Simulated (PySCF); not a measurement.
Compound: C6H9FO.
SMILES with atom numbers: `[CH3:1][O:2][C@@H:3]1[CH:4]=[C:5]([CH2:6][F:7])[CH2:8]1` (hydrogens: H9, H10, H11 on C1; H12 on C3; H13 on C4; H14, H15 on C6; H16, H17 on C8)

Structure optimised with GFN2-xTB, isolated species.

**Question.** Give the optimised bond lengths and angles.

**Answer.** 
| bond | length (Å) |
| --- | --- |
| C1–O2 | 1.406 |
| O2–C3 | 1.399 |
| C3–C4 | 1.508 |
| C4=C5 | 1.332 |
| C5–C6 | 1.486 |
| C6–F7 | 1.379 |
| C5–C8 | 1.508 |
| C3–C8 | 1.565 |
| C1–H9, C1–H11 | 1.092 |
| C1–H10 | 1.097 |
| C3–H12 | 1.101 |
| C4–H13 | 1.073 |
| C6–H14 | 1.098 |
| C6–H15 | 1.095 |
| C8–H16 | 1.088 |
| C8–H17 | 1.089 |

Bonds in one row agree within 0.01 Å and their mean is given. A selection of angles:
| angle | degrees |
| --- | --- |
| C1–O2–C3 | 113.4 |
| O2–C3–C4 | 114.6 |
| O2–C3–C8 | 117.3 |
| C4–C3–C8 | 86.0 |
| C3–C4–C5 | 93.9 |
| C4–C5–C6 | 134.9 |
| C4–C5–C8 | 94.9 |
| C6–C5–C8 | 130.2 |
| C5–C6–F7 | 110.9 |
| C3–C8–C5 | 85.1 |

Dihedral angles: C1–O2–C3–C4 178° (antiperiplanar); O2–C3–C4–C5 -120° (anticlinal); C3–C4–C5–C6 -178° (antiperiplanar); C4–C5–C6–F7 128° (anticlinal); C4–C5–C8–C3 -2° (synperiplanar); O2–C3–C8–C5 117° (anticlinal).

The 5 C–C bonds span 1.332 Å (C4=C5, drawn double) to 1.565 Å (C3–C8, drawn single), a spread of 0.233 Å. The 4-membered ring C3–C4–C5–C8 has internal angles of 85.1° to 94.9°; it is almost planar, 0.01 Å rms from its mean plane, widest ring torsion 2°. Of the pairs four or more bonds apart, H10···H12 is among the closest relative to their van der Waals radii: 2.37 Å, 99 % of the sum of Bondi's values.

Point group: C1 (no symmetry element, even within 0.4 Å). Whether it is a minimum is left open (no frequencies). The numbers are those of one conformer.

These are computed values.
